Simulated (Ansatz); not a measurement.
Reactions of C3H7FO (`CCC(O)F`).

Isolated molecules relaxed with PBE0-D4/def2-TZVP in Ansatz; ΔE leaves out vibrations. CBS: MP2 limit from def2 TZ/QZ plus the TZ coupled-cluster correction, frozen cores. This one scheme is used for every species, atoms too. For atomizations the MP2-based limit and the directly extrapolated one differ by several kJ/mol either way, and by 10 to 25 for some Ge, Se and Sn compounds, so smaller differences from it don't rank the levels. Functionals use def2-TZVPP. Open shells (•) are unrestricted, without spin–orbit coupling. Spin–orbit coupling would lower the free atoms: a little for C, F, O. Bonds to Se are less sure, by a few kJ/mol each and by 10 to 20 or more in all where they break to atoms, as the def2 sets lack core-valence functions. Scalar relativity is left out up to krypton. One conformer a species, not always the lowest.

```csv
reaction,MP2/CBS(def2) (kJ/mol),PBE-D4 (kJ/mol)
`CCC(O)F` + H₂O → `CCC(O)O` + H–F,1,8
`CCC(O)F` + H₂ → `CC(O)F` + CH₄,-65,-68
`CCC(O)F` → `CC(O)CF`,33,34
`CCC(O)F` → 3 C• + F• + 7 H• + O•,4789,4814
`CCC(O)F` + H₂Se → `OC(F)[SeH]` + `CC`,28,17
```

Question: Give the CCSD(T)/CBS values in the same order. (Estimate.)

Answer: Computed: 4, -68, 32, 4708, 31 kJ/mol.

Largest T1 diagnostic: 0.011, for `OC(F)[SeH]`.
